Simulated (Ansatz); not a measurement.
A nudged elastic band was laid between two geometries of AlCl2F + H (5 atoms, charge 0, multiplicity 2).

These are results of UKS B3LYP-D4/def2-SVP (Ansatz), not measurements.

```
movable images  : 5
climbing image  : yes
spring          : 5.0 eV/Å²
optimiser       : quadratic models (default)
start path      : through a guess of the saddle point
force threshold : 0.05 eV/Å
iteration limit : 60
end points      : relaxed
```

First end point:

```xyz
5
Properties=species:S:1:pos:R:3
Al 0.000 0.000 -0.226
F 0.000 0.000 1.427
Cl 1.818 0.000 -1.234
Cl -1.818 0.000 -1.234
H 0.000 0.000 4.136
```

Last end point:

```xyz
5
Properties=species:S:1:pos:R:3
Al 0.000 0.000 -0.385
F 0.000 0.000 2.646
Cl 1.826 0.000 -1.483
Cl -1.826 0.000 -1.483
H 0.000 0.000 3.574
```

Q: Which bonds break or form, and what moves?

A: Bonds broken: Al1–F2. Bonds formed: F2–H5. AlCl2F + H becomes AlCl2 + FH.

Q: What energy profile does the band end with?

A: The forces met the threshold. The highest image is number 3 of 0 to 6, 117.6 kJ/mol above the first end and 53.3 kJ/mol above the last; the last end lies 64.4 kJ/mol above the first. A vibrational analysis at the climbing image gives 3 clearly imaginary modes (1265i, 235i, 52i cm⁻¹): a point of higher order, so a lower path passes nearby.

```csv
image,path coordinate (Å),energy (kJ/mol),Al1–F2 (Å),F2–H5 (Å)
0,0.00,0.0,1.65,2.71
1,0.44,2.8,1.65,2.23
2,0.88,24.0,1.66,1.73
3,1.31,117.6,1.88,1.12
4,1.72,80.7,2.34,0.94
5,2.13,67.7,2.69,0.93
6,2.53,64.4,3.03,0.93
```

Q: What is the geometry of the highest image?

A: 
```xyz
5
Properties=species:S:1:pos:R:3
Al 0.000 0.000 0.017
F 0.000 0.000 1.898
Cl 1.840 0.000 -1.033
Cl -1.840 0.000 -1.033
H 0.000 0.000 3.021
```

Run time: 95 s on 2 threads of Arm Neoverse V2, with other jobs on the host, peak memory 0.2 GiB.
